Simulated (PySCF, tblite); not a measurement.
Species: C5H11NO2Si2.
Cartesian coordinates in Å at the GFN2-xTB level; atoms count from 1:
```
atom  x, y, z in Å
O1     5.012   -1.639   -0.048
C2     4.295   -0.672   -0.034
O3     4.757    0.589   -0.029
C4     2.861   -0.710   -0.021
C5     1.661   -0.808   -0.011
C6     0.222   -0.837    0.002
C7    -0.363    0.587    0.016
N8    -1.807    0.593    0.029
Si9   -2.597    0.379    1.563
Si10  -2.624    0.397   -1.493
H11    5.726    0.584   -0.037
H12   -0.138   -1.367   -0.884
H13   -0.121   -1.379    0.887
H14    0.012    1.109    0.900
H15   -0.004    1.120   -0.868
H16   -3.929    0.955    1.431
H17   -1.774    1.086    2.545
H18   -2.696   -1.040    1.940
H19   -2.730   -1.017   -1.885
H20   -3.954    0.971   -1.329
H21   -1.819    1.116   -2.480
```

The calculation used PBE0/pcSseg-1 in PySCF (dipole) on a GFN2-xTB geometry, gas phase.

Masses are those of the commonest isotopes; rigid-rotor values at the optimised geometry. The values belong to one conformer with, in the numbering `[O:1]=[C:2]([OH:3])[C:4]#[C:5][CH2:6][CH2:7][N:8]([SiH3:9])[SiH3:10]`, O1–C2–O3–H 0°, C5–C6–C7–N8 180°, C6–C7–N8–Si9 82°.

**Question.** Give the principal moments of inertia and the rotational constants in MHz.

**Answer.** Ia = 227.48, Ib = 1702.44, Ic = 1790.47 u·Å²; 505379 MHz·u·Å²/I gives A = 2222, B = 296.9, C = 282.3 MHz.

**Question.** Classify the top.

**Answer.** A near-prolate asymmetric top; Ray's κ = -0.985.

**Question.** Is it planar, by Δ = Ic − Ia − Ib?

**Answer.** Not planar: Δ = Ic − Ia − Ib = -139.45 u·Å². For a rigid frame Δ = −2 Σ m c², so Σ m c² = 69.72 u·Å² lies off the ab plane: 14.09 from hydrogen and 55.63 from heavier atoms. The atom farthest from that plane is 1.46 Å away.

**Question.** Give the other two planar moments, Paa and Pbb, and the rms extents of the mass along the axes.

**Answer.** Paa = Σ m a² = (Ib + Ic − Ia)/2 = 1632.71 and Pbb = Σ m b² = (Ia + Ic − Ib)/2 = 157.76 u·Å². With the mass M = 173.03 u, the rms extents √(P/M) along a, b and c are 3.07, 0.95, 0.63 Å.

**Question.** Where do the levels up to J = 2 lie, in cm⁻¹?

**Answer.** Above 0(0,0):
J = 1: 1(0,1) 0.0193, 1(1,1) 0.0835, 1(1,0) 0.0840
J = 2: 2(0,2) 0.0579, 2(1,2) 0.1217, 2(1,1) 0.1231, 2(2,1) 0.3157, 2(2,0) 0.3157
Those of J = 1 are B + C, A + C and A + B.

**Question.** Which types of transition are allowed, and where do some lines up to J = 2 fall?

**Answer.** The dipole components are |μa| = 1.96 D, |μb| = 0.00 D, |μc| = 1.34 D; the mirror of this Cs structure is the ac plane, so μb vanishes by symmetry and there are no b-type lines. Intensities carry the squares of the components, which stand as 1.00 : 0.47 (a : c). Some lines, for components of 0.1 D or more:

```json
{"type": "a", "branch": "R", "J(Ka,Kc)": "1(0,1) ← 0(0,0)", "MHz": "579", "lower level (cm⁻¹)": "0.000"}
{"type": "a", "branch": "R", "J(Ka,Kc)": "2(1,2) ← 1(1,1)", "MHz": "1144", "lower level (cm⁻¹)": "0.084"}
{"type": "a", "branch": "R", "J(Ka,Kc)": "2(0,2) ← 1(0,1)", "MHz": "1158", "lower level (cm⁻¹)": "0.019"}
{"type": "a", "branch": "R", "J(Ka,Kc)": "2(1,1) ← 1(1,0)", "MHz": "1173", "lower level (cm⁻¹)": "0.084"}
{"type": "c", "branch": "Q", "J(Ka,Kc)": "2(1,2) ← 2(0,2)", "MHz": "1910", "lower level (cm⁻¹)": "0.058"}
{"type": "c", "branch": "Q", "J(Ka,Kc)": "1(1,1) ← 1(0,1)", "MHz": "1925", "lower level (cm⁻¹)": "0.019"}
{"type": "c", "branch": "R", "J(Ka,Kc)": "1(1,0) ← 0(0,0)", "MHz": "2518", "lower level (cm⁻¹)": "0.000"}
{"type": "c", "branch": "R", "J(Ka,Kc)": "2(1,1) ← 1(0,1)", "MHz": "3112", "lower level (cm⁻¹)": "0.019"}
{"type": "c", "branch": "Q", "J(Ka,Kc)": "2(2,1) ← 2(1,1)", "MHz": "5774", "lower level (cm⁻¹)": "0.123"}
{"type": "c", "branch": "R", "J(Ka,Kc)": "2(2,0) ← 1(1,0)", "MHz": "6947", "lower level (cm⁻¹)": "0.084"}
{"type": "c", "branch": "R", "J(Ka,Kc)": "2(2,1) ← 1(1,1)", "MHz": "6962", "lower level (cm⁻¹)": "0.084"}
```

**Question.** Estimate the classical rotational partition function at 25 K, 50 K and 100 K.

**Answer.** Point group Cs, symmetry number σ = 1; q = (√π/σ)·√((kT/h)³/(ABC)), k/h = 20836.6 MHz/K: 48800 at 25 K, 138000 at 50 K, 391000 at 100 K.

Its lowest GFN2-xTB frequency is 7 cm⁻¹, too small to tell a flat minimum from a shallow saddle. Zero-point vibration and centrifugal distortion are left out. A rigid rotor knows nothing of internal rotation, which can split or shift real lines. Quadrupole hyperfine structure (14N) is left out.
